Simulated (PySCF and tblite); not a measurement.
The numbers below are computed, except where a source is named.
3 regioisomers of C3HBr2NS:

| isomer | SMILES |
| --- | --- |
| A | [Br:1][c:2]1[cH:3][n:4][c:5]([Br:6])[s:7]1 |
| B | [Br:1][c:2]1[cH:3][s:4][c:5]([Br:6])[n:7]1 |
| C | [Br:1][c:2]1[n:3][cH:4][s:5][c:6]1[Br:7] |

Each isomer is a Boltzmann average at 298.15 K over at most 5 conformers: GFN2-xTB geometries, energies PBE0/def2-SVP (IEF-PCM, acetonitrile) (D3(BJ) added where defined), GFN2-xTB thermal terms. Programs: PySCF with density fitting and tblite.

Task: Rank the isomers by free energy at 298.15 K.

Result: 
```json
{"isomer": "B", "ΔG (kcal/mol)": "0.0", "ΔE, lowest conformer": "0.0", "conformers": "1", "largest weight %": "100", "rms dipole (D)": "3.24"}
{"isomer": "C", "ΔG (kcal/mol)": "1.7", "ΔE, lowest conformer": "1.6", "conformers": "1", "largest weight %": "100", "rms dipole (D)": "2.87"}
{"isomer": "A", "ΔG (kcal/mol)": "2.8", "ΔE, lowest conformer": "2.7", "conformers": "1", "largest weight %": "100", "rms dipole (D)": "1.50"}
```
